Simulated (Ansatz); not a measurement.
Relaxation of CH₇B₂N (11 atoms, charge 0, multiplicity 1), to a largest force component of 0.015 eV/Å in at most 40 steps.

Computed with RKS B3LYP-D4/def2-SVP in Ansatz 0.2.0.

```xyz
11
Properties=species:S:1:pos:R:3
C -0.614 1.713 0.259
B -0.654 0.168 0.286
B 0.554 -0.675 -0.439
N 0.657 -2.188 -0.405
H -1.561 2.128 0.756
H -0.683 2.120 -0.808
H 0.273 2.153 0.752
H -1.485 -0.396 0.820
H 1.456 -0.075 -0.937
H 0.870 -2.565 -1.279
H -0.272 -2.569 -0.047
```

Task: Where does it end, and by what steps?

Result: The forces met the threshold. After 19 steps the energy has fallen by 1.131 eV; H8 moved furthest, 1.49 Å.

```tsv
step	energy less start (eV)	largest force component (eV/Å)	accepted
0	0.0000	3.698	yes
1	-0.6843	1.899	yes
2	-0.9160	0.912	yes
3	-0.9573	0.649	yes
4	-1.0146	0.191	yes
5	-1.0297	0.050	yes
6	-1.0336	0.215	yes
7	-1.0416	0.147	yes
8	-1.0585	0.273	yes
9	-1.0684	0.475	yes
10	-1.0824	0.428	yes
11	-1.0996	0.247	yes
12	-1.1080	0.452	yes
13	-1.1177	0.162	yes
14	-1.1079	0.382	no
15	-1.1298	0.058	yes
16	-1.1304	0.065	yes
17	-1.1312	0.023	yes
18	-1.1313	0.019	yes
19	-1.1314	0.015	yes
```

```xyz
11
Properties=species:S:1:pos:R:3
C -0.848 1.619 0.099
B -0.292 0.263 0.670
B 0.686 -0.819 -0.180
N 0.267 -1.930 -0.916
H -1.849 1.873 0.487
H -0.836 1.729 -0.997
H -0.176 2.401 0.513
H -0.508 0.060 1.852
H 1.889 -0.621 -0.156
H 0.908 -2.548 -1.399
H -0.701 -2.213 -1.016
```

Run time: 68 s on 1 thread of Arm Neoverse V1, on a shared host, peak memory 0.3 GiB.
